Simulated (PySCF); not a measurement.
**Argon: a sound run and one with changed settings**

Sound run: Ar⁺ [Ne] 3s2 3p5, Ar²⁺ [Ne] 3s2 3p4. All numbers are calculated (PySCF 2.14, the non-relativistic Hamiltonian (point nucleus), in cc-pV(T+d)Z (5s4p3d1f, 39 functions)). In the sound run the correlated levels freeze [Ne]. The sound run starts from symmetry-adapted Hartree-Fock orbitals and uses a fine grid where one is needed.

Changed run: the spin-free X2C one-electron Hamiltonian (Gaussian nucleus). This setting is unsound on purpose.

```json
{"species": "Ar⁺", "method": "UHF", "sound run (hartree)": "-526.27765", "changed run (hartree)": "-527.86225", "converged": "yes"}
{"species": "Ar⁺", "method": "B3LYP", "sound run (hartree)": "-526.97907", "changed run (hartree)": "-528.56221", "converged": "yes"}
{"species": "Ar⁺", "method": "TPSS", "sound run (hartree)": "-526.98502", "changed run (hartree)": "-528.56800", "converged": "yes"}
{"species": "Ar⁺", "method": "MP2", "sound run (hartree)": "-526.44384", "changed run (hartree)": "-528.02847", "converged": "yes"}
{"species": "Ar⁺", "method": "CCSD(T)", "sound run (hartree)": "-526.47435", "changed run (hartree)": "-528.05887", "converged": "yes"}
{"species": "Ar²⁺", "method": "UHF", "sound run (hartree)": "-525.30838", "changed run (hartree)": "-526.89328", "converged": "yes"}
{"species": "Ar²⁺", "method": "B3LYP", "sound run (hartree)": "-525.96046", "changed run (hartree)": "-527.54391", "converged": "yes"}
{"species": "Ar²⁺", "method": "TPSS", "sound run (hartree)": "-525.97017", "changed run (hartree)": "-527.55353", "converged": "yes"}
{"species": "Ar²⁺", "method": "MP2", "sound run (hartree)": "-525.43900", "changed run (hartree)": "-527.02389", "converged": "yes"}
{"species": "Ar²⁺", "method": "CCSD(T)", "sound run (hartree)": "-525.46962", "changed run (hartree)": "-527.05436", "converged": "yes"}
```

Ionisation energy of Ar⁺:

```
 method  sound run (eV)  changed run (eV)
    UHF          26.375            26.367
  B3LYP          27.718            27.709
   TPSS          27.615            27.605
    MP2          27.343            27.336
SCS-MP2          27.338            27.331
   CCSD          27.308            27.301
CCSD(T)          27.340            27.334
```

Most of the change in total energy is the relativistic energy itself. On top of that the contraction fixes the core shape for the Hamiltonian it was made with, so the changed run is not a good calculation with the other Hamiltonian either.

For comparison, NIST gives 27.630 eV between the lowest levels.
